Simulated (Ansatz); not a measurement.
Geometry optimisation, RKS PBE0/def2-SVP (Ansatz).

Input file:

```yaml
crystal:
  periodic: [false, false, false]
  atoms:
    - { symbol: B, position_ang: [0.204692, 0.029757, 0.221866] }
    - { symbol: C, position_ang: [0.023989, 0.187654, 1.790092] }
    - { symbol: H, position_ang: [-0.957476, -0.144706, 2.156529] }
    - { symbol: H, position_ang: [0.83126, -0.316413, 2.34277] }
    - { symbol: H, position_ang: [0.096238, 1.261238, 2.036352] }
    - { symbol: O, position_ang: [1.433633, -0.023412, -0.318457] }
    - { symbol: H, position_ang: [1.430522, -0.078932, -1.280409] }
    - { symbol: Cl, position_ang: [-1.224175, 0.218545, -0.861983] }
    - { symbol: O, position_ang: [-0.26026, -2.512722, 0.573623] }
    - { symbol: H, position_ang: [-1.143348, -2.357765, 0.216526] }
    - { symbol: H, position_ang: [-0.294774, -2.081545, 1.454891] }
basis:
  gaussian: { orbitals: def2-SVP }
hamiltonian:
  xc: pbe0
relax:
  f_tol: 0.03
  max_steps: 50
output:
  orbitals: {}
```

Launched with:

```bash
$ ansatz run input.yaml --threads 2 --pin off --max-ram 3072MiB --backend cpu --events-out ev --progress --plain --runs-dir out
```

Where does it end, and by what steps?

The run converged. After 15 steps the energy has fallen by 0.066 eV; H11 moved furthest, 0.53 Å.

| step | energy less start (eV) | largest force component (eV/Å) | accepted |
| --- | --- | --- | --- |
| 0 | 0.0000 | 0.796 | yes |
| 1 | -0.0213 | 1.272 | yes |
| 2 | -0.0289 | 1.525 | yes |
| 3 | 0.0007 | 2.204 | no |
| 4 | -0.0440 | 1.136 | yes |
| 5 | -0.0562 | 0.635 | yes |
| 6 | -0.0596 | 0.482 | yes |
| 7 | -0.0584 | 0.320 | no |
| 8 | -0.0628 | 0.260 | yes |
| 9 | -0.0639 | 0.089 | yes |
| 10 | -0.0640 | 0.082 | yes |
| 11 | -0.0646 | 0.044 | yes |
| 12 | -0.0650 | 0.031 | yes |
| 13 | -0.0655 | 0.097 | yes |
| 14 | -0.0657 | 0.067 | yes |
| 15 | -0.0658 | 0.022 | yes |

```xyz
11
Properties=species:S:1:pos:R:3
B 0.212 0.008 0.285
C 0.048 0.298 1.815
H -0.896 -0.083 2.229
H 0.895 -0.101 2.393
H 0.039 1.392 1.962
O 1.428 -0.064 -0.286
H 1.391 -0.183 -1.241
Cl -1.236 0.181 -0.800
O -0.239 -2.407 0.461
H -1.129 -2.259 0.118
H -0.373 -2.603 1.395
```

Run time: 37 s on 2 threads of Arm Neoverse V2, on a shared host, peak memory 0.22 GiB.
